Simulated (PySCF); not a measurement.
**From computed data to an observable: entropy of an ideal gas**

1,1,2-trichloroprop-1-ene (C3H3Cl3), SMILES CC(Cl)=C(Cl)Cl.

Geometry: PBE-D3(BJ)/def2-SVP.

PBE-D3(BJ)/def2-SVP (PySCF) gives the harmonic wavenumbers 110, 141, 188, 268, 285, 335, 364, 494, 513, 749, 904, 1000, 1007, 1118, 1338, 1394, 1395, 1625, 2975, 3050, 3106 cm⁻¹ and the rotational temperatures 0.1132, 0.0694, 0.0433 K. The molar mass is 145.41 g/mol, the symmetry number 1, the spin multiplicity 1.

Question: Work out the entropy at 298.15 K and 1 atm in the rigid-rotor, harmonic-oscillator model.

Answer: 
Translation (Sackur–Tetrode at 1 atm): S = R[1.5 ln M + 2.5 ln T − 1.16487] = 170.8 J/(mol K).
Rotation: q = (√π/σ) T^1.5/√(θA θB θC) = 495000, S = R[ln q + 3/2] = 121.5 J/(mol K).
Vibration: with u = 1.4388 ν/T, each mode gives R[u/(e^u − 1) − ln(1 − e^−u)]:
| ν (cm⁻¹) | modes | u | S (J/(mol K)) |
|---|---|---|---|
| 110 | 1 | 0.53 | 13.68 |
| 141 | 1 | 0.68 | 11.67 |
| 188 | 1 | 0.91 | 9.40 |
| 268 | 1 | 1.29 | 6.73 |
| 285 | 1 | 1.38 | 6.29 |
| 335 | 1 | 1.62 | 5.17 |
| 364 | 1 | 1.76 | 4.62 |
| 494 | 1 | 2.38 | 2.82 |
| 513 | 1 | 2.48 | 2.62 |
| 749 | 1 | 3.61 | 1.06 |
| 904 | 1 | 4.36 | 0.58 |
| 1000 | 1 | 4.83 | 0.39 |
| 1007 | 1 | 4.86 | 0.38 |
| 1118 | 1 | 5.40 | 0.24 |
| 1338 | 1 | 6.46 | 0.10 |
| 1394 | 1 | 6.73 | 0.08 |
| 1395 | 1 | 6.73 | 0.08 |
| 1625 | 1 | 7.84 | 0.03 |
The stiffer modes add less than 0.005 each. Sum 65.9 J/(mol K).
Spin: R ln 1 = 0.0 J/(mol K).
Total 358.3 J/(mol K); the program's own thermochemistry gives 358.3. Translation makes up 48 % and vibration 18 %. Anharmonicity, hindered rotation and orbital degeneracy are left out.
